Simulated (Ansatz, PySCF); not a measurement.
This Ansatz (a first-principles code) input computes a BLYP/def2-TZVPD energy:

Ansatz 0.2 input:
```yaml
crystal:
  periodic: [false, false, false]
  atoms:
    - {symbol: C, position_ang: [2.04462694, -0.26072727, -0.21603242]}
    - {symbol: Ge, position_ang: [-0.15724514, 0.02005163, 0.01661430]}
    - {symbol: O, position_ang: [-0.75728358, -0.82430760, -1.37375572]}
    - {symbol: O, position_ang: [-0.28633018, 1.74863104, -0.02169603]}
    - {symbol: O, position_ang: [-0.43684576, -0.73553782, 1.55187503]}
    - {symbol: H, position_ang: [2.13849568, -0.02967920, -1.27269705]}
    - {symbol: H, position_ang: [2.39070240, 0.48530163, 0.49277458]}
    - {symbol: H, position_ang: [2.11873970, -1.30335590, 0.07751068]}
    - {symbol: H, position_ang: [-1.05118875, -1.73869048, -1.23760912]}
    - {symbol: H, position_ang: [-0.51661491, 2.15171939, -0.87345945]}
    - {symbol: H, position_ang: [-0.47237492, -0.15286888, 2.32663099]}
basis:
  gaussian:
    orbitals: def2-TZVPD
hamiltonian:
  xc: {name: BLYP}
total_charge: 1
magnetization: {spin_polarized: true, initial_magnetization: 1}
output: {forces: true}
```

Question: Write an input for the same energy in PySCF and say what it gives.

Answer: 
```python
from pyscf import gto, scf, dft

mol = gto.M(
    atom='''
    C     2.04462694   -0.26072727   -0.21603242
    Ge   -0.15724514    0.02005163    0.01661430
    O    -0.75728358   -0.82430760   -1.37375572
    O    -0.28633018    1.74863104   -0.02169603
    O    -0.43684576   -0.73553782    1.55187503
    H     2.13849568   -0.02967920   -1.27269705
    H     2.39070240    0.48530163    0.49277458
    H     2.11873970   -1.30335590    0.07751068
    H    -1.05118875   -1.73869048   -1.23760912
    H    -0.51661491    2.15171939   -0.87345945
    H    -0.47237492   -0.15286888    2.32663099
    ''',
    basis='def2-tzvpd',
    charge=1,
    spin=1,
    verbose=4,
)

mf = dft.UKS(mol, xc='blyp').density_fit(auxbasis='def2-universal-jkfit')
mf.grids.level = 3
mf.conv_tol = 1e-9
mf.max_cycle = 100
mf.max_memory = 1500
mf.kernel()
if not mf.converged:
    mf = mf.newton()
    mf.kernel(mf.make_rdm1())
for _ in range(2):
    mo, _, stable, _ = mf.stability(return_status=True)
    if stable:
        break
    mf.kernel(mf.make_rdm1(mo, mf.mo_occ))
mf.analyze()
```
It gives -2344.25297 Eh, and Ansatz -2344.25281 Eh, a difference of 0.16 mEh, from the treatment of integrals and grids.
